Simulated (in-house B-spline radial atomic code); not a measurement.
The numbers below are computed, except where a source is named.
Kr in an electron gas of r_s = 2.4: phase shifts, screening, friction and resistivity

A nucleus sits in a uniform electron gas with a rigid positive background. The Kohn-Sham equations are solved self-consistently in the spin-unpolarised LDA (PW92), non-relativistic, on B-splines with outgoing waves at the boundary and partial waves to l = 8. The model has no lattice, no bands and no magnetic solution. Atomic units; δ_l are the phase shifts at the Fermi level, counted so that each bound state adds π, and good to about 0.0005.

The density parameter is r_s = 2.4 bohr, near that of the valence electrons of In (3 per atom, density 7.31 g/cm³, mass 114.82 u, which gives r_s = 2.41).

```tsv
l	δ_l (rad)
0	11.2796
1	8.6785
2	3.7746
3	0.0450
4	0.0044
5	0.0008
6	0.0000
7	0.0001
8	0.0000
```

Bound levels below the band bottom (hartree): s -9.083, p -6.854, d -2.842, s -0.6132, p -0.1497 and deeper ones.

Problem. Check the Friedel sum rule, and say where the screening charge sits.

Solution. k_F = (9π/4)^(1/3)/r_s = 0.79965. The rule is Z = (2/π) Σ (2l + 1) δ_l. The terms are s 7.181, p 16.575, d 12.015, f 0.201 and 0.032 beyond, in all 36.003 against Z = 36. Bound states hold 8 s, 18 p, 10 d electrons, so the scattering states carry 0.00 in all; where a term is smaller than its bound count, the bound level has drawn weight out of the band.

Problem. Find the transport cross section and the electronic stopping of a 5 keV Kr ion (mass 83.8 u).

Solution. σ_tr = (4π/k_F²) Σ (l + 1) sin²(δ_l − δ_(l+1)). The terms for l = 0 to 3 are 0.2648, 1.9275, 0.9231, 0.0066, all together 3.1221, so σ_tr = 19.652 × 3.1221 = 61.355 bohr². With n = 3/(4π r_s³) = 0.01727, the friction coefficient is Q = n k_F σ_tr = 0.8473. For v well below v_F = 0.800, dE/dx = Q v; with 24801 eV per u at v = 1, v = √(5000/(24801 × 83.8)) = 0.0490, so dE/dx = 0.04156 hartree/bohr = 21.4 eV/nm. The largest term couples the p and d waves.

Problem. What residual resistivity would 1 atomic per cent of such centres give in In?

Solution. Δρ = k_F n_i σ_tr/n in atomic units of 21.74 μΩ·cm. With one host atom per 3 electrons, n_i/n = 0.01/3, so Δρ = 0.7996 × 0.00333 × 61.355 × 21.74 = 3.56 μΩ·cm. This is an atom added to the gas, as on an interstitial site.

Problem. On a substitutional site the background of one host ion, a sphere holding 3 charges, is taken out. The phase shifts for l = 0 to 4 become 10.8889, 8.3840, 3.1906, -0.0147, -0.0045. What follows?

Solution. The Friedel sum is now 33.01, for Z − 3 = 33. The sum in σ_tr is 1.9380, so σ_tr = 38.09 bohr² and Δρ = 2.21 μΩ·cm per atomic per cent, 0.62 times the value above. A real host ion scatters too, so this model doesn't give zero even for the host's own atom.
